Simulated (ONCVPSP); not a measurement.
Pseudopotential generation for tantalum: ONCV, LDA (Perdew-Wang 92), scalar-relativistic.

tantalum, optimised norm-conserving Vanderbilt (ONCV), made with ONCVPSP 4.0.1 (LDA (Perdew-Wang 92), scalar-relativistic). Core [Kr] 4d10, reference 4f14 5s2 5p6 5d3 6s1 6p1. Waves: 5s+6s: rc 1.40 bohr, ncon 4, nbas 8, qcut 7.7 1/bohr, 2 projectors; 5p+6p: rc 1.70 bohr, ncon 4, nbas 9, qcut 9.9 1/bohr, 2 projectors; 5d: rc 2.45 bohr, ncon 3, nbas 8, qcut 6.1 1/bohr, 2 projectors, debl 3.6 Ha; 4f: rc 0.85 bohr, ncon 4, nbas 9, qcut 19.3 1/bohr, 1 projector. Local part: polynomial inside 0.80 bohr (lpopt 5, dvloc0 4 Ha). Core correction: Teter function, fcfact 5.5, rcfact 1.2.

Poles of the logarithmic derivatives, all-electron (AE) and pseudo (PS). s: poles at -1.1 (AE) and -1.1 (PS) Ha. p: poles at -0.6 (AE) and -0.6, 4.6 (PS) Ha. d: poles at 0.3, 4.0 (AE) and 0.3, 4.0 (PS) Ha. f: poles at 1.2 (AE) and 1.3 (PS) Ha. Test radii: s 1.42, p 1.73, d 2.48, f 0.86 bohr.

* Cutoffs needed: 168 Ha and 184 Ha (the cutoffs (Ha) at which the residual kinetic energy of the hardest occupied pseudo-wave falls to 1 and 0.1 mHa per electron)
* Ghost test: ghosts flagged at negative energy: s at -276.7 eV, d at -2569.6 eV; GHOST(+) flagged for p at 120.0 eV; a true bound ghost makes a file unfit for plane-wave use
* Largest excitation error: -6.7 meV (all-electron minus pseudo) for 4f14 5s2 5p6 5d3 6s0 6p0, out of 4 test configurations
* rms error of d²Exc/dni dnj: 4.05 mHa without and 1.81 mHa with the model core
